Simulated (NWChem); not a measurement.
# CCl2FNOSi; SMILES O=C=N[Si](F)(Cl)Cl

```xyz
7

O      0.2763     3.6121     0.0000
C      0.0836     2.4667     0.0000
N     -0.1236     1.2840     0.0000
Si    -0.2853    -0.3920     0.0000
F     -1.8457    -0.7561     0.0000
Cl     0.5517    -1.1880    -1.6678
Cl     0.5517    -1.1880     1.6678
```
Atoms are numbered in this order, from 1.

Program: NWChem. Pople sets run with spherical d functions. Medium grid unless said otherwise, to which SCAN and Minnesota functionals are sensitive. All runs use the structure optimised with PBE0/def2-SVP. Hybrids' shares of exact exchange are those that their runs print; pure functionals count as 0. The functionals differ in more than this share.

| row | share of exact exchange | orbital gap (eV) |
|---|---|---|
| PBE/6-31G* | 0.00 | 6.65 |
| KT2/6-31G* | 0.00 | 6.62 |
| B3LYP/6-31G* | 0.20 | 8.58 |
| MN15/6-31G* | 0.44 | 10.45 |
| BHandHLYP/6-31G* | 0.50 | 11.53 |
| M06-2X/6-31G* | 0.54 | withheld |

Q: Fit a straight line of the last column on the one before it, predict the withheld value, and compare with the run.

A: 
1. Means of the 5 shown rows: x = 0.228, y = 8.766. Slope Σ(x − x̄)(y − ȳ)/Σ(x − x̄)² = 2.086/0.2237 = 9.325; intercept 6.640.
2. The shown rows scatter about the line by 0.170 (root mean square); the largest residual is -0.29, at MN15/6-31G*.
3. At x = 0.54 (M06-2X/6-31G*; beyond the shown range) the line gives 11.68.
4. The run gives 11.38, -0.30 from the line, 1.8 times the scatter.
